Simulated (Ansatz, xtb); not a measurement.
## Two isomers of CH5FSSi

We compare a, `CS[SiH2]F`, a singlet, with b, `C[Si@H](F)S`, a singlet. Both are isolated molecules in the gas phase, relaxed with BLYP-D3(BJ)/def2-SVP; the shapes shown needn't be the lowest conformers.

a (Å):

```json
{"atom": "C", "x (Å)": "-0.6200", "y (Å)": "-1.2042", "z (Å)": "2.2817"}
{"atom": "F", "x (Å)": "0.4542", "y (Å)": "-0.3579", "z (Å)": "-1.0974"}
{"atom": "S", "x (Å)": "0.1556", "y (Å)": "-2.5049", "z (Å)": "1.1985"}
{"atom": "Si", "x (Å)": "-0.3766", "y (Å)": "-1.7283", "z (Å)": "-0.7262"}
{"atom": "H", "x (Å)": "-0.1346", "y (Å)": "-0.2237", "z (Å)": "2.1246"}
{"atom": "H", "x (Å)": "-1.7067", "y (Å)": "-1.1267", "z (Å)": "2.0895"}
{"atom": "H", "x (Å)": "-0.4568", "y (Å)": "-1.5283", "z (Å)": "3.3255"}
{"atom": "H", "x (Å)": "-0.0197", "y (Å)": "-2.7898", "z (Å)": "-1.7137"}
{"atom": "H", "x (Å)": "-1.8245", "y (Å)": "-1.3518", "z (Å)": "-0.7617"}
```

b (Å):

```yaml
atoms:
  - { symbol: C, position_ang: [-1.2425, -2.4898, 1.0956] }
  - { symbol: F, position_ang: [-1.4528, 0.3619, 0.8492] }
  - { symbol: S, position_ang: [0.8195, -0.9460, -0.8894] }
  - { symbol: Si, position_ang: [-0.3435, -0.8527, 0.9310] }
  - { symbol: H, position_ang: [-1.8406, -2.7006, 0.1863] }
  - { symbol: H, position_ang: [-0.5228, -3.3206, 1.2402] }
  - { symbol: H, position_ang: [-1.9311, -2.4676, 1.9644] }
  - { symbol: H, position_ang: [0.5286, -0.5257, 2.1006] }
  - { symbol: H, position_ang: [1.5045, 0.2070, -0.6392] }
```

Quicker runs give these differences E(b) − E(a): GFN2-xTB +5.1 kJ/mol; HF/STO-3G −43.0 kJ/mol (at GFN2-xTB geometries); r2SCAN-D4/def2-SVP −69.8 kJ/mol (at GFN2-xTB geometries).

Question: Estimate E(b) − E(a) at the level CCSD(T)/def2-SVP + ΔMP2/def2-TZVPP.

Answer: Calculated at CCSD(T)/def2-SVP + ΔMP2/def2-TZVPP: E(b) − E(a) = −64.7 kJ/mol, so structure b lies lower.

The same difference at several levels:

| level | geometry | E(b) − E(a) (kJ/mol) | departure from the last row (kJ/mol) | job, with rough time for the two |
| --- | --- | --- | --- | --- |
| GFN2-xTB | GFN2-xTB | +5.1 | +69.9 | optimisation, 0.13 s |
| HF/STO-3G | GFN2-xTB | −43.0 | +21.7 | single point, 0.4 s |
| r2SCAN-D4/def2-SVP | GFN2-xTB | −69.8 | −5.0 | single point, 5.9 s |
| BLYP-D3(BJ)/def2-SVP | BLYP-D3(BJ)/def2-SVP | −60.3 | +4.4 | optimisation, 49 s |
| HF/def2-SVP | BLYP-D3(BJ)/def2-SVP | −67.4 | −2.7 | part of the CCSD(T) run |
| MP2/def2-SVP | BLYP-D3(BJ)/def2-SVP | −67.5 | −2.7 | part of the CCSD(T) run |
| CCSD(T)/def2-SVP | BLYP-D3(BJ)/def2-SVP | −64.8 | −0.1 | single point |
| CCSD(T)/def2-SVP + ΔMP2/def2-TZVPP | BLYP-D3(BJ)/def2-SVP | −64.7 |  | single point, 30 s |

As drawn, b has 1 C–Si, 1 S–H in place of 1 C–S, 1 Si–H.

GFN2-xTB puts the two in the other order. The largest departure from CCSD(T)/def2-SVP + ΔMP2/def2-TZVPP is that of GFN2-xTB, 69.9 kJ/mol. The last row adds to CCSD(T) the change of the MP2 difference between the two basis sets, here +0.1 kJ/mol.

With harmonic frequencies from BLYP-D3(BJ)/def2-SVP (ideal gas, rigid rotor, one conformer each, 298.15 K, 1 atm): the zero-point term adds −2.9 kJ/mol; ΔH is −67.2 and ΔG −66.3 kJ/mol.

The correlated steps freeze 12 core orbitals. Run with Ansatz 0.2.0, xtb 6.7.1; the last row on 1 thread of Arm Neoverse V2 on a shared host.
